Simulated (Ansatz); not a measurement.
Computed with Ansatz on PBE0-D4/def2-TZVP structures; ΔE is electronic, products minus reactants. CCSD(T)/CBS is the MP2 limit (def2-TZVPP, def2-QZVPP) plus CCSD(T) − MP2 in def2-TZVPP, frozen cores. This one scheme is used for every species. DFT in def2-TZVPP. B3LYP here is the variant with VWN-RPA as its local correlation; programs differ in this. Each species was taken in one conformer, which may not be the lowest.

Consider the silylene formation by 1,1-elimination: `CO[SiH](F)O[SiH3]` → CH₃OH + `F[Si]O[SiH3]`.

`CO[SiH](F)O[SiH3]`:

Cartesian coordinates in Å:
```
C -1.169 1.881 -0.971
O -0.354 0.796 -0.579
Si 0.097 0.455 0.940
F -1.198 0.293 1.850
O 0.914 -0.930 0.914
Si 1.175 -2.317 0.072
H -0.748 2.837 -0.642
H -1.227 1.884 -2.059
H -2.179 1.780 -0.564
H 0.908 1.522 1.547
H 1.912 -3.247 0.960
H 1.987 -2.027 -1.135
H -0.118 -2.926 -0.332
```

CH₃OH:

```xyz
6

C    -0.342   -0.036   -0.093
O     0.940    0.550   -0.061
H    -0.961    0.586   -0.742
H    -0.812   -0.068    0.897
H    -0.327   -1.051   -0.508
H     1.502    0.020    0.507
```

`F[Si]O[SiH3]`:

Z-matrix (Å, degrees):
```
Si
O 1 1.657
H 1 1.482 2 107.7
H 1 1.483 2 109.7 3 119.6
H 1 1.483 2 109.7 3 -119.6
Si 2 1.630 1 146.4 3 179.5
F 6 1.617 2 101.9 1 -0.0
```

```
             level  ΔE (kJ/mol)  difference from CCSD(T)/CBS
            PBE-D4        240.9                        -25.6
         r2SCAN-D4        278.7                         12.2
           PBE0-D4        263.3                         -3.2
          B3LYP-D4        255.4                        -11.1
           ωB97X-V        270.2                          3.7
           ωB97M-V        253.1                        -13.4
            B2PLYP        256.9                         -9.6
               PBE        231.9                        -34.6
            r2SCAN        275.9                          9.4
              PBE0        255.5                        -11.0
             B3LYP        241.5                        -25.0
     HF/def2-TZVPP        279.2                         12.7
    MP2/def2-TZVPP        276.2                          9.7
SCS-MP2/def2-TZVPP        270.3                          3.8
   CCSD/def2-TZVPP        264.4                         -2.1
CCSD(T)/def2-TZVPP        262.5                         -4.0
     HF/def2-QZVPP        280.5                         14.0
    MP2/def2-QZVPP        278.9                         12.4
SCS-MP2/def2-QZVPP        273.7                          7.2
      HF/CBS(def2)        280.7                         14.2
     MP2/CBS(def2)        280.2                         13.7
    CCSD/CBS(def2)        268.4                          1.9
       CCSD(T)/CBS        266.5                            0
```

Largest T1 diagnostic among the species: 0.014.

In def2-TZVPP, CCSD(T) changes the Hartree–Fock value by −16.7 kJ/mol (the triples alone add −1.9 kJ/mol) and MP2 by −3.0 kJ/mol. From PBE to PBE0 (25 % exact exchange), in def2-TZVPP and without D4, ΔE moves by +23.5 kJ/mol.
